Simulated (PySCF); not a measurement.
[MnF6]3- by CASSCF and spin-orbit coupling

[MnF6]3- holds Mn(III), d4, at total charge -3. The structure is a model geometry with rigid ligands and bond lengths from ionic radii, not a minimum; coordination octahedral, point group Oh, metal–donor distances 1.95 Å.

```
7

Mn    0.0000    0.0000    0.0000
F     1.3753   -0.7940    1.1229
F     0.0000    1.5881    1.1229
F    -1.3753   -0.7940    1.1229
F     1.3753    0.7940   -1.1229
F    -1.3753    0.7940   -1.1229
F     0.0000   -1.5881   -1.1229
```

Method (PySCF 2.14, density fitting): CASSCF(4,5) with orbitals averaged over all microstates of the shell, strongly contracted NEVPT2 on the averaged canonical orbitals; basis x2c-TZVPall on the metal, x2c-SVPall elsewhere; spin-free X2C; IEF-PCM water; spin-orbit coupling by state interaction with the mean-field operator over all roots.

## Spin-free states

| 2S+1 | deg. | symmetry | free-ion term | CASSCF / cm⁻¹ | NEVPT2 / cm⁻¹ | f(ED) | occupations |
| --- | --- | --- | --- | --- | --- | --- | --- |
| 5 | 2 | 5Eg | 5D 1.00 | 0 | 0 | – | 1.0 1.0 1.0 0.5 0.5 |
| 3 | 3 | 3T1g | 3H 0.48 | 13277 | 9149 | – | 1.3 1.3 1.3 0.1 0.1 |
| 5 | 3 | 5T2g | 5D 1.00 | 12287 | 15119 | 0 | 0.7 0.7 0.7 1.0 1.0 |
| 1 | 3 | 1T2g | 1G 0.52 | 24812 | 19841 | – | 1.3 1.3 1.3 0.1 0.1 |
| 3 | 2 | 3Eg | 3H 0.89 | 22323 | 21494 | – | 1.0 1.0 1.0 0.5 0.5 |
| 1 | 2 | 1Eg | 1I 0.75 | 25995 | 22075 | – | 1.2 1.2 1.2 0.1 0.1 |
| 3 | 3 | 3T1g | 3H 0.44 | 23742 | 22094 | – | 1.0 1.0 1.0 0.5 0.5 |
| 3 | 3 | 3T2g | 3F 0.52 | 24606 | 23019 | – | 1.0 1.0 1.0 0.5 0.5 |
| 3 | 1 | 3A2g | 3F 1.00 | 26779 | 24764 | – | 1.0 1.0 1.0 0.6 0.6 |
| 3 | 1 | 3A1g | 3G 1.00 | 27274 | 24838 | – | 1.0 1.0 1.0 0.5 0.5 |
| 1 | 1 | 1A1g | 1G 0.42 | 31676 | 26806 | – | 1.1 1.1 1.1 0.3 0.3 |
| 3 | 2 | 3Eg | 3G 0.62 | 30993 | 28252 | – | 1.0 1.0 1.0 0.6 0.6 |
| 1 | 3 | 1T2g | 1I 0.62 | 33959 | 31894 | – | 1.0 1.0 1.0 0.5 0.5 |
| 1 | 1 | 1A2g | 1I 0.96 | 33735 | 32566 | – | 1.0 1.0 1.0 0.5 0.5 |
| 1 | 3 | 1T1g | 1G 0.47 | 35982 | 33779 | – | 0.9 0.9 0.9 0.6 0.6 |

Only the lowest 15 spin-free levels are listed. Energies are counted from the ground state at NEVPT2 level. Weights follow the labels. f(ED) is the electric-dipole oscillator strength from the ground state at the fixed geometry, without vibronic coupling; occupations, where given, run over the ligand-field orbitals from the lowest.

## Ligand-field fit

```
          cm⁻¹  CASSCF
             B    1131
   B, free ion    1226
             C    4234
   C, free ion    4582
rms of the fit      89
```

| orbital | CASSCF / cm⁻¹ | metal share | main function |
| --- | --- | --- | --- |
| 1 | 0 | 0.97 | degenerate set |
| 2 | 1 | 0.97 | degenerate set |
| 3 | 4 | 0.97 | degenerate set |
| 4 | 12062 | 0.91 | degenerate set |
| 5 | 12062 | 0.91 | degenerate set |

ζ = 343 cm⁻¹, against 363 for the free ion.

Spin-orbit levels:

```
E / cm⁻¹  deg.    make-up
     0.0     1   1.00 5Eg
    10.6     3   1.00 5Eg
    21.1     2   1.00 5Eg
    30.0     3   1.00 5Eg
    39.0     1   1.00 5Eg
  8931.8     1  0.99 3T1g
  9074.3     3  1.00 3T1g
  9299.6     3  1.00 3T1g
  9313.2     2  1.00 3T1g
 14967.5     1  1.00 5T2g
```

Only the lowest levels are listed: 20 of 210 states.

## Magnetism

The ground state is orbitally degenerate (an E term, whose orbital moment is quenched to first order), so no simple spin Hamiltonian is given. The lowest spin-orbit level is 1-fold; the next lies at 10.6 cm⁻¹. μeff is 4.86 μB at 300 K and 4.39 μB at 10 K; the spin-only value is 4.90 μB.

```tsv
T / K	χT / cm³ K mol⁻¹	μeff / μB
2	0.756	2.46
5	1.715	3.70
10	2.407	4.39
20	2.762	4.70
30	2.854	4.78
50	2.909	4.82
75	2.929	4.84
100	2.937	4.85
150	2.946	4.85
200	2.951	4.86
250	2.955	4.86
300	2.958	4.86
```

Powder magnetisation at 2 K: 0.34 μB at 0.5 T, 0.66 μB at 1 T, 1.26 μB at 2 T, 1.74 μB at 3 T, 2.41 μB at 5 T, 2.82 μB at 7 T.

The ground state is orbitally degenerate in this regular structure, which would distort (Jahn–Teller), so its moment is that of the undistorted model. NEVPT2 lifts 5T2g from 12287 to 15119 cm⁻¹; on the d shell alone such lifts tend to overshoot. NEVPT2 on the d shell alone tends to put d–d bands too high for such charged or covalently bound ions. Gaps between spin states lean to high spin in this active space.

The job took 12 s on one thread of Arm Neoverse V2 (shared host), with 132 basis functions, launched as `OMP_NUM_THREADS=1 python lf_run.py task.json out`.
